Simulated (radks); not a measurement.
Effect of the nuclear size on the lutetium ion Lu2+, [Xe] 4f14 6s1. Method: Dirac Kohn-Sham, LDA (Slater exchange, Perdew-Wang correlation), spin-unpolarised, spherical densities, finite nucleus; Fermi nuclear charge, rms radius 5.37 fm; computed with a radial shooting solver on a logarithmic mesh with Libxc functionals. The rms radius is varied about that value; shifts are against it.

rms radius (fm)  total energy shift (eV)  density at nucleus (e/bohr^3)  1s1/2 shift (meV)  2s1/2 shift (meV)  4p1/2 shift (meV)  5s1/2 shift (meV)  5p1/2 shift (meV)  6s1/2 shift (meV)  6p1/2 (empty) shift (meV)
4.6451                             -11.2                      1.159e+06              -4560               -626              0.088              -5.14              0.322             -0.603                      0.127
4.9458                             -6.69                      1.136e+06              -2730               -374              0.052              -3.07              0.192             -0.360                      0.076
5.37                                   0                      1.107e+06              0.000              0.000              0.000              0.000              0.000              0.000                      0.000
5.7674                              6.60                      1.082e+06               2690                369             -0.050               3.03             -0.190              0.356                     -0.075
6.3098                              16.1                      1.052e+06               6580                901             -0.119               7.40             -0.463              0.869                     -0.183

Slopes of the eigenvalues against <r^2> in GHz/fm^2, as finite differences over the two radii next to the reference (eigenvalue slopes, not the field-shift constants of lines): 1s1/2 149000, 2s1/2 20400, 4p1/2 -2.80, 5s1/2 167, 5p1/2 -10.5, 6s1/2 19.7, 6p1/2 (empty) -4.14.
